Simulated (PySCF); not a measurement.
Adding and removing an electron: ZrF

PBE0; PySCF, scalar-relativistic core potentials, basis sets Zr def2-TZVPPD with ECP28, F def2-TZVPPD. Neutral (UKS): quartet (σ ↑, δ ↑↑), Re = 1.879 Å, ωe = 660 cm⁻¹, HOMO -4.32 eV, LUMO -1.74 eV.

ZrF⁺ (UKS): triplet (σ ↑, δ ↑), Re = 1.815 Å, ωe = 757 cm⁻¹. The energies at the minima are -146.79645 hartree for ZrF and -146.55214 for ZrF⁺.

(1) Work out the adiabatic ionisation energy, without and with harmonic zero-point energies (1 hartree = 27.2114 eV, 1 eV = 8065.5 cm⁻¹), and the change of the bond length.

De is left out where the level can put another filling of the metal’s s and d shells below the measured ground configuration, by anything from nothing to about 1 eV. These are scalar-relativistic numbers at best; spin–orbit coupling would shift them, the dissociation energy most. With d or f electrons several states lie close, and the lowest PBE0 determinant need not be the measured ground state.

Results:

(1) At PBE0: 0.24431 hartree = 6.648 eV between the minima; the zero-point term (757.0 − 660.0)/2 cm⁻¹ = +0.006 eV makes it 6.654 eV. Re changes by -6.4 pm against the neutral. The electron leaves a δ orbital; in so polar a molecule the change of length follows mostly from the change of the ionic charges.
